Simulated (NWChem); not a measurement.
ZnCl cation; SMILES [Cl][Zn+]

Computed with NWChem. Structure relaxed at the PBE0/def2-SVP level. B3LYP is NWChem's, with the RPA form of VWN correlation. Vertical excitations in the gas phase.

Question: Estimate the computed values for B3LYP/def2-SVP, TDA. Quantities: lowest excitation, singlet (eV); oscillator strength of that lowest state; lowest state with f > 0.02, singlet (eV); oscillator strength of that bright state; lowest triplet (eV); orbital gap (eV).

Answer: 
```yaml
lowest excitation, singlet (eV): 2.08
oscillator_strength_of_that_lowest_state: 0.004
lowest state with f > 0.02, singlet (eV): 5.31
oscillator_strength_of_that_bright_state: 0.191
lowest triplet (eV): 1.68
orbital gap (eV): 3.21
```
